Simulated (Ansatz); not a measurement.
Reaction (atomization): `C#C[CH](C)[SnH3]` → 4 C• + 8 H• + Sn•

Computed with Ansatz on PBE0-D4/def2-TZVP structures; ΔE is electronic, products minus reactants. CBS: MP2 limit from def2 TZ/QZ plus the TZ coupled-cluster correction, frozen cores. This one scheme is used for every species, atoms too. Functionals use def2-TZVPP. Open shells (•) are unrestricted, without spin–orbit coupling. Spin–orbit coupling would lower the free atoms: a little for C; strongly for Sn. Elements past krypton have def2 core potentials. For Sn outer-core shells are correlated without core-valence functions, so the limit isn't a true one: a few kJ/mol of doubt a bond, and 10 to 20 or more in all where bonds break to atoms.

| level | ΔE (kJ/mol) | difference from CCSD(T)/CBS |
| --- | --- | --- |
| PBE-D4 | 4860.7 | 77.3 |
| PBE0-D4 | 4790.9 | 7.5 |
| ωB97X-V | 4780.0 | -3.4 |
| B2PLYP | 4722.4 | -61.0 |
| PBE | 4832.1 | 48.7 |
| r2SCAN | 4768.3 | -15.1 |
| MP2/def2-TZVPP | 4718.3 | -65.1 |
| SCS-MP2/def2-QZVPP | 4776.0 | -7.4 |
| HF/CBS(def2) | 3509.4 | -1274.0 |
| MP2/CBS(def2) | 4826.5 | 43.1 |
| CCSD(T)/CBS | 4783.4 | 0 |

Largest T1 diagnostic among the species: 0.012.

The D4 term adds +45.9 kJ/mol with B3LYP and +24.4 kJ/mol with PBE0; it sums over pairs of atoms, weighted by their polarisabilities, and B3LYP, whose exchange is more repulsive, gets the larger term. From PBE to PBE0 (25 % exact exchange), in def2-TZVPP and without D4, ΔE moves by −65.6 kJ/mol: exact exchange takes away binding that semilocal exchange gives to molecules. In def2-TZVPP, CCSD(T) changes the Hartree–Fock value by +1171.5 kJ/mol (the triples alone add +73.6 kJ/mol) and MP2 by +1214.6 kJ/mol; breaking electron pairs costs correlation energy, which Hartree–Fock lacks.

B3LYP here is the variant with VWN-RPA as its local correlation; programs differ in this.

For atomizations the MP2-based limit and the directly extrapolated one differ by several kJ/mol either way, and by 10 to 25 for some Ge, Se and Sn compounds, so smaller differences from it don't rank the levels.
